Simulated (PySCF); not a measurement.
**Deuteron quadrupole couplings in 2-tert-butyloxirane**

Species: 2-tert-butyloxirane, C₆H₁₂O.
Atom-mapped SMILES: `[CH3:1][C:2]([CH3:3])([CH3:4])[C@H:5]1[CH2:6][O:7]1` (hydrogens: H8, H9, H10 on C1; H11, H12, H13 on C3; H14, H15, H16 on C4; H17 on C5; H18, H19 on C6)

Geometry (GFN2-xTB, Å), atoms numbered from 1 in this order:
```
atom  x, y, z in Å
C1    -0.2750   -0.9107   -1.2008
C2    -0.3760    0.0504   -0.0151
C3    -1.2703    1.2344   -0.3985
C4    -0.9573   -0.6726    1.2027
C5     0.9898    0.6088    0.3688
C6     2.2495   -0.1244    0.2344
O7     1.9150    0.9233   -0.6299
H8     0.1969   -1.8463   -0.9094
H9     0.3050   -0.4563   -2.0007
H10   -1.2687   -1.1381   -1.5793
H11   -0.8450    1.7588   -1.2507
H12   -1.3576    1.9357    0.4288
H13   -2.2669    0.8876   -0.6611
H14   -1.9391   -1.0739    0.9643
H15   -0.3106   -1.4929    1.5063
H16   -1.0596    0.0115    2.0424
H17    0.9395    1.3460    1.1711
H18    2.2610   -1.1128   -0.2066
H19    3.0597    0.0806    0.9260
```

Level: PBE0/pcSseg-1 (PySCF, non-relativistic); Q(2H) = 0.00286 b; rigid geometry, the same for H and D, with no vibrational averaging.

Task: Give the electric field gradient Vzz (the principal value of largest size), its asymmetry and the 2H coupling at each hydrogen.

Result: 
```
atom  bonded to  bond length (Å)  Vzz (au)     η  χzz (kHz)
  H8         C1            1.088    0.3163  0.02        213
  H9         C1            1.088    0.3115  0.01        209
 H10         C1            1.087    0.3168  0.02        213
 H11         C3            1.087    0.3141  0.01        211
 H12         C3            1.088    0.3149  0.02        212
 H13         C3            1.087    0.3165  0.02        213
 H14         C4            1.087    0.3167  0.02        213
 H15         C4            1.088    0.3153  0.01        212
 H16         C4            1.088    0.3152  0.02        212
 H17         C5            1.091    0.3012  0.07        202
 H18         C6            1.082    0.3181  0.07        214
 H19         C6            1.085    0.3140  0.07        211
```

Task: How does χzz go with the bond length over the 12 C–H bonds?

Result: A straight-line fit has a slope of -9.4 kHz for each 0.01 Å, with a correlation coefficient of -0.63, over lengths from 1.082 to 1.091 Å.

Geometry: GFN2-xTB; no solvent, vibrations or thermal averaging. GFN2-xTB bond lengths can be off by several hundredths of an ångström, more for odd bonds, and the gradients follow them. A larger basis could move these couplings by a tenth or more.

These values come from a run that also computed NMR shieldings. Rough CPU time on one thread of a shared machine: about 70 s.
